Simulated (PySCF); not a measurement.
Method: PBE-D3(BJ)/def2-TZVP (PySCF). Gas-phase values, no solvent. Excitations are Tamm–Dancoff values on a coarser integration grid. The basis has no diffuse functions, so Rydberg states are missing or too high.

Reference species (SMILES): `BI` (neutral, multiplicity 1).

```
Item                       Value
----------------------  --------
S1 oscillator strength     0.000
S1–T1 gap (TDA)          0.24 eV
HOMO                    -6.45 eV
LUMO                    -3.15 eV
```

Changed species: `IBI` (2 of 3 H replaced by I; the reference has 1 of 3 H replaced by I).

### Question
What does the change do to the S1 oscillator strength, S1–T1 gap (TDA), HOMO and LUMO?

### Answer
the S1 oscillator strength is nearly the same; the S1–T1 gap (TDA) decreases by 0.07 eV, to 0.17 eV; the HOMO falls by 0.08 eV, to -6.53 eV; the LUMO falls by 0.04 eV, to -3.19 eV.
